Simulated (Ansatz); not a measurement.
`[O]=[Mo]([OH])([OH])=[S]`. The species carries charge 0 and has multiplicity 1. Correlated methods include outer-core shells of Mo, which these sets cover unevenly. Mo takes the def2 core potential.

Z-matrix (Å, degrees):
```
Mo
O 1 1.866
O 1 1.866 2 110.2
O 1 1.669 2 109.7 3 120.9
S 1 2.112 2 109.0 3 -119.5
H 2 0.961 1 122.1 3 -108.6
H 3 0.961 1 122.1 2 108.6
```

(1) Give the diagnostics of a CCSD(T)/def2-TZVPP run (frozen core, Ansatz). (Best estimate.)

## Answers

(1) The calculation gave: T1 = 0.0252, largest single amplitude 0.073, largest double 0.070, (T) share of the correlation energy 6.0 %, 15 CCSD cycles. The RHF solution is unstable towards an unrestricted one. T1 lies over the customary mark of 0.02 for closed shells; compounds of d metals often pass it without a breakdown.
